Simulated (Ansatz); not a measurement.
`CO[AsH2]` + `S[S][GeH3]` → `[GeH3][S]S[AsH2]` + CH₃OH at 500 K and 1 bar (ligand exchange at the As–O bond).

Computed with Ansatz on PBE0-D4/def2-TZVP structures; ΔE is electronic, products minus reactants. CBS: MP2 limit from def2 TZ/QZ plus the TZ coupled-cluster correction, frozen cores. This one scheme is used for every species. For As, Ge outer-core shells are correlated without core-valence functions, which leaves a few kJ/mol of doubt a bond. Scalar relativity is left out up to krypton. One conformer a species, not always the lowest.

```tsv
species	CCSD(T)/CBS energy (Eh)	H − E (kJ/mol)	S (J/(mol·K))
`CO[AsH2]`	-2351.21577	183.5	338.9
`S[S][GeH3]`	-2874.07545	128.3	378.8
`[GeH3][S]S[AsH2]`	-5109.69255	162.8	464.0
CH₃OH	-115.61712	157.0	265.4
```

H − E and S are ideal-gas, rigid-rotor, harmonic terms from PBE0-D4/def2-TZVP, for one conformer and one mirror image of each species. 1 Eh = 2625.50 kJ/mol, R = 8.31446 J/(mol·K).

Question: By hand: ΔE, ΔH, ΔS and ΔG.

Answer: ΔE = (-5109.69255) + (-115.61712) − (-2351.21577) − (-2874.07545) = -0.01845 Eh = -48.4 kJ/mol. Δ(H − E) = 162.8 + 157.0 − 183.5 − 128.3 = 8.0, so ΔH = -40.4 kJ/mol. ΔS = 464.0 + 265.4 − 338.9 − 378.8 = 11.7 J/(mol·K). ΔG = -40.4 − 500 × (11.7)/1000 = -46.2 kJ/mol.

Question: By hand: the equilibrium constant, and the temperature at which ΔG would vanish if ΔH and ΔS stayed fixed.

Answer: log₁₀ K = −ΔG/(RT ln 10) = 4.8. ΔH and −TΔS have one sign here, so there is no such temperature.

The number of gas molecules stays the same, so ΔS is small and ΔH decides. A doubt of 5 kJ/mol in ΔE shifts log₁₀ K by 0.5 here. Other conformers and mirror images would add mixing entropy, several J/(mol·K) or more a flexible species. Modes under 60 cm⁻¹, often nearly free rotors, make the harmonic entropy too high. These are equilibria of isolated gas molecules and say nothing of rates. Largest T1 diagnostic: 0.013 (customary marks: 0.02 for closed shells, 0.045 for open ones).

ΔS is within the doubt of such terms, so its sign, and with it that verdict, could turn.
